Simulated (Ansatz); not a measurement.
Basis-set extrapolation for CH8O4Si2 (`CO[SiH](O)O[SiH2]O`) (PBE0-D4/def2-TZVP geometry, frozen core, the Gaussian-basis code of Ansatz). Multiplicity 1, RHF reference.

```json
{"": "HF", "def2-TZVPP": "-920.287877", "def2-QZVPP": "-920.324451"}
{"": "MP2 correlation", "def2-TZVPP": "-1.361127", "def2-QZVPP": "-1.469741"}
{"": "CCSD(T) correlation", "def2-TZVPP": "-1.451820", "def2-QZVPP": "not run"}
```

Energies in hartree. Use E(X) = E(∞) + A·exp(−7.88·√X) for Hartree–Fock and E(X) = E(∞) + B·X^(−2.97) for correlation, with X = 3 and 4, and add CCSD(T) minus MP2 of the smaller set to the MP2 limit.

Q: What is the CCSD(T) energy at the basis-set limit?

A: HF limit: -920.324451 + (-0.036574) × 0.13774 = -920.32949. MP2 limit: -1.469741 + (-0.108614) × 0.74074 = -1.55020. Higher-order term: -1.451820 − (-1.361127) = -0.09069. Total: -921.97038 hartree, 144.8 kcal/mol below CCSD(T)/def2-TZVPP.
